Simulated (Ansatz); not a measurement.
Reaction (SMILES): FSF → 2 F atom + S atom
B3LYP-D3(BJ)/def2-TZVP geometries, fixed; electronic energies without zero-point terms.
Largest species:
```
S
F 1 1.6052
F 1 1.6052 2 98.75
```
Charge 0, spin multiplicity 1.

Effect of the final integration grid (spheres per factor e of radius in core and valence, angular degree) at PBE0/aug-cc-pV(T+d)Z with Ansatz (a first-principles code), against the last row, where the atomisation energy is 173.25 kcal/mol. Open shells are unrestricted. The default's grid is 13, 11, 36.

```tsv
setting	largest shift of a total energy (mEh)	shift of the atomisation energy (kcal/mol)
accuracy: medium (default)	0.001	0.000
final_grid: 4, 3, 11	-0.731	0.448
final_grid: 6, 5, 17	0.036	-0.017
final_grid: 8, 7, 23	-0.008	0.004
final_grid: 10, 9, 29	0.000	0.000
final_grid: 18, 15, 47	0.000	0.000
final_grid: 26, 22, 59	0.000	0.000
```

Within 0.1 kcal/mol in the atomisation energy: accuracy: medium (default); final_grid: 6, 5, 17; final_grid: 8, 7, 23; final_grid: 10, 9, 29; final_grid: 18, 15, 47. The largest shift is 0.731 mEh in a total energy and 0.448 kcal/mol in the difference.
